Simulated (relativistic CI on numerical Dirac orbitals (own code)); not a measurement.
## One change at a time: Ba XX

Base calculation: Dirac-Coulomb-Breit CI, orbitals from a KLI potential per configuration, a model potential for QED, unscaled Slater integrals.

Configurations in the expansion (outside the closed core [Ar] 3d10): 4s2 4p6 4d, 4s2 4p5 4d2, 4s2 4p6 4f, 4s 4p6 4d2, 4s2 4p5 4d 4f, 4s2 4p6 5s, 4s 4p6 4d 4f, 4s2 4p6 5p, 4s2 4p6 5d, 4s2 4p5 4d 5s, 4p6 4d3, 4p5 4d4, 4p5 4d3 4f. Double excitations out of closed p, d and f shells are left out; levels of such configurations are missing from the list, as are those of other unlisted configurations, and high levels can miss mixing partners. These lack a partner that the ground configuration has and come out too high: 4s2 4p5 4d 5s.

Variants: (1) configuration mixing switched off; (2) Breit term removed. Shifts of the energy above 4s2 4p6 4d 2D_3/2, in cm⁻¹, for the lowest level and the first level of each name with at least 55 % of one term (blank where a level changes its place among those of its configuration and J or its character, or is not in the variant):

| Level | Base | Δ(1) | Δ(2) |
| --- | --- | --- | --- |
| 4s2 4p6 4d 2D_3/2 | 0 | 0 | 0 |
| 4s2 4p6 4d 2D_5/2 | 29041 | +26 | +878 |
| 4s2 4p5 4d2 4D°_1/2 | 697911 | -12453 | +1673 |
| 4s2 4p5 4d2 4D°_3/2 | 702418 | -12006 | +1652 |
| 4s2 4p5 4d2 4D°_5/2 | 715499 | -11476 | +1995 |
| 4s2 4p5 4d2 4G°_9/2 | 740535 | -9166 | +2519 |
| 4s2 4p5 4d2 4G°_11/2 | 749501 | -8516 | +3043 |
| 4s2 4p5 4d2 2D°_5/2 | 781808 | -10838 | +2894 |
| 4s2 4p5 4d2 2F°_7/2 | 783771 | -7597 | +2684 |
| 4s2 4p5 4d2 4F°_9/2 | 786015 | -11319 | +3055 |
| 4s2 4p5 4d2 2H°_11/2 | 788408 | -8762 | +3005 |
| 4s2 4p5 4d2 2P°_1/2 | 811117 | -12457 | +3137 |
| 4s2 4p5 4d2 2G°_9/2 | 818483 | -10756 | +2784 |
| 4s2 4p6 5s 2S_1/2 | 1289224 | -14087 | +169 |
| 4s 4p6 4d2 4F_3/2 | 1348295 | +29855 | +1775 |
| 4s 4p6 4d2 4F_5/2 | 1359627 | +28759 | +2145 |
| 4s 4p6 4d2 4F_7/2 | 1376245 | +27972 | +2731 |
| 4s 4p6 4d2 4P_1/2 | 1388045 | +31417 | +2070 |
| 4s 4p6 4d2 4F_9/2 | 1393688 | +26825 | +3274 |
| 4s 4p6 4d2 4P_3/2 | 1398281 | +30839 | +2464 |
| 4s 4p6 4d2 4P_5/2 | 1402148 | +28854 | +2579 |
| 4s 4p6 4d2 2D_3/2 | 1440458 | +22626 | +2676 |

At this charge energies of transitions that change n are usually good to better than 1 %, and those within a shell (Δn = 0) to a few per cent.

Ionisation energy from the two ground configurations alone: base 520.087 eV; Breit term removed 520.268 eV. The NIST ASD value (theoretical) is 520 eV.

LS names give the leading component of a level, which can be under half, so a name can repeat, a term be missing and a line seem to break the LS rules.
